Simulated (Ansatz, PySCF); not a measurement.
Bond stretch in SiAl (cation, charge +1), lowest singlet found (which spin is the ground state isn't settled by this scan).

RHF/3-21G = restricted Hartree-Fock/3-21G (PySCF 2.14.0); RMP2 = Ansatz (a first-principles code) with MP2 on RHF/aug-cc-pVDZ, frozen core; RCCSDT(Q) = CCSDT(Q) on RHF/aug-cc-pVDZ, frozen core (Ansatz); RCCSD(T) = CCSD(T) on RHF/aug-cc-pVDZ, frozen core in Ansatz.

Energies are in kJ/mol, each relative to the lowest point of its own curve between 2.94 and 3.71 Å, where full CI is lowest.

| R / Å | RHF/3-21G | RMP2 | RCCSDT(Q) | RCCSD(T) |
|---|---|---|---|---|
| 2.94 | (withheld) | 3.3 | 2.9 | 3.1 |
| 3.16 | 0.0 | 0.0 | 0.0 | 0.0 |
| 3.40 | (withheld) | 6.0 | 5.8 | 5.8 |
| 3.71 | (withheld) | 20.8 | 19.8 | 19.8 |
| 4.13 | (withheld) | 43.9 | 42.1 | 42.1 |
| 4.58 | 5.9 | 66.6 | 63.8 | 63.8 |
| 5.08 | (withheld) | 86.6 | 82.3 | 82.3 |
| 5.80 | 5.9 | 105.6 | 98.4 | 98.5 |
| 6.74 | 4.5 | 118.3 | 107.9 | 108.3 |
| 7.96 | (withheld) | 125.3 | 112.5 | 113.2 |

Question: Some entries are withheld; supply them.

Answer: 
- 2.94, RHF/3-21G: 1.2
- 3.40, RHF/3-21G: 0.5
- 3.71, RHF/3-21G: 2.1
- 4.13, RHF/3-21G: 4.4
- 5.08, RHF/3-21G: 6.4
- 7.96, RHF/3-21G: 3.2

The scan ran from 1.65 to 7.96 Å; beyond the distances shown full CI changes its symmetry label. The restricted form behind RHF/3-21G, RMP2 keeps the bonding electrons paired and can't separate into open-shell fragments.
